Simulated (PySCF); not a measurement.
A GIAO shielding run with PySCF (density fitting, non-relativistic, gas phase) on `CC(C)[Si@H](C)[SiH2]CCl`, C5H15ClSi2:

```
$ OMP_NUM_THREADS=1 python probes_run.py task.json out

{"job": {"kind": "nmr", "xc": "PBE0", "basis": "pcSseg-1"}, "charge": 0, "multiplicity": 1}
C     -2.042447    -0.950482    -0.495212
C     -1.496238    -0.144898     0.680142
C     -2.431020     1.019092     0.993427
Si     0.304434     0.447088     0.360832
C      0.322196     1.772554    -1.009352
Si     1.603583    -1.392187    -0.221989
C      3.435498    -1.033752     0.210071
Cl     3.939233     0.463877    -0.618770
H     -3.047455    -1.311443    -0.278736
H     -2.094636    -0.335328    -1.391170
H     -1.409393    -1.810973    -0.706030
H     -1.484749    -0.805093     1.554384
H     -2.515479     1.680800     0.134343
H     -2.061244     1.597281     1.837072
H     -3.429796     0.659728     1.239558
H      0.754529     1.102015     1.610165
H      1.333864     2.128599    -1.178955
H     -0.046273     1.377728    -1.952781
H     -0.287611     2.633584    -0.749425
H      1.616593    -1.742247    -1.649303
H      1.318894    -2.648375     0.492167
H      3.597200    -0.866941     1.272202
H      4.115565    -1.813643    -0.122562
```

Hardware: 1 thread of an Arm Neoverse N1, shared host. The job also computes population analyses, field gradients.

**Question.** How large is the calculation?

**Answer.** 90 electrons, 232 basis functions and 1272 auxiliary functions.

**Question.** How long does it take, and how much memory does it need?

**Answer.** 92 s of wall time, with 13 SCF cycles and 4 response iterations; peak memory 1.1 GiB. Times on a shared host scatter by some tens of per cent.
